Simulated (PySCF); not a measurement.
**Vibration and rotation of KO⁺**

UHF-CCSD(T) constants of KO⁺, ³Σ⁻ (triplet), unpaired electrons π ↑↑ (K def2-SVP, O def2-SVP; no relativity (PySCF 2.14); masses 38.9637 and 15.9949 u):

- ωe: 112.0 cm⁻¹
- ωexe: 1.72 cm⁻¹
- Be: 0.15727 cm⁻¹
- αe: 0.00372 cm⁻¹
- De to K⁺ + O: 0.240 eV

What force constant and bond length do these constants imply?

Reduced mass μred = 11.340 u; k = 5.8918×10⁻⁷·μred·ωe² (u, cm⁻¹, mdyn/Å) = 0.0838 mdyn/Å; Re = √(16.8576/(μred·Be)) (u, cm⁻¹, Å) = 3.074 Å.

Estimate the centrifugal constant D from the Kratzer relation and find the Dunham coefficient a1.

D = 4Be³/ωe² = 1.24e-06 cm⁻¹; a1 = −1 − αeωe/(6Be²) = -3.81.

Correlated steps freeze 6 core orbitals. The bond is weak. Basis-set superposition, not corrected here, can be much of De in a small basis, most of all at correlated wavefunction levels. For an ion De counts to the pair picked by the measured ionisation energies or electron affinities, which need not be the lowest pair at this level. The state was picked by a PBE0 search and need not be the measured ground state.
